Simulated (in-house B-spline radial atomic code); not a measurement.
# How G0W0 and RPA depend on the start: Sr5+

Configuration [Ar] 3d10 4s2 4p3, highest spin. Computed with an all-electron radial atomic-structure program (B-spline basis): all electrons, scalar-relativistic (spin-free one-electron X2C), finite nucleus, each spin shell either full or empty, empty states to l = 9 with an (l + 1/2)⁻⁴ tail; G0W0 by contour deformation at full frequency.

| start | mean-field 4p up (eV) | G0W0 (eV) | QP weight | RPA correlation (Eh) |
| --- | --- | --- | --- | --- |
| Hartree-Fock | -89.18 | ? | ? | ? |
| LDA VWN5 | -81.50 | -89.57 | 0.953 | -2.4991 |
| PBE | -81.47 | -89.56 | 0.953 | -2.4953 |
| PBE0 | -83.66 | -89.65 | 0.961 | -2.4412 |
| r2SCAN | -82.29 | -89.62 | 0.958 | -2.4607 |
| HSE06 | -83.18 | -89.64 | 0.960 | -2.4455 |
| B3LYP (VWN-RPA) | -83.07 | -89.62 | 0.960 | -2.4531 |
| SCAN | -82.36 | -89.59 | 0.958 | -2.4594 |
| TPSS | -81.74 | -89.60 | 0.955 | -2.4849 |
| BHandHLYP | -85.49 | -89.71 | 0.967 | -2.3921 |
| CAM-B3LYP | -84.98 | -89.70 | 0.965 | -2.4323 |
| LC-wPBE | -86.61 | -89.75 | 0.968 | -2.4351 |
| wB97X | -86.08 | -89.69 | 0.968 | -2.4224 |
| PBEsol | -81.45 | ? | ? | ? |
| BLYP | -81.14 | -89.54 | 0.953 | -2.4967 |
| r2SCAN0 | -84.22 | -89.68 | 0.963 | -2.418 |
| LDA exchange-only | -80.23 | -89.62 | 0.952 | -2.4986 |

Task: What G0W0 level, weight and RPA correlation energy follow from the PBEsol start?

Result: G0W0 level -89.56 eV, weight 0.953, RPA correlation -2.4966 hartree.

Task: What G0W0 level, weight and RPA correlation energy follow from the Hartree-Fock start?

Result: G0W0 level -89.85 eV, weight 0.974, RPA correlation -2.3006 hartree.

Task: How much of the dependence on the start does G0W0 remove?

Result: The mean-field levels span 8.95 eV and the G0W0 levels 0.305 eV. Against 88 ± 2 eV (NIST, tabulated theory) the G0W0 removal energies are off by +1.54 to +1.85 eV, with spin-orbit coupling, Breit and QED terms left out.
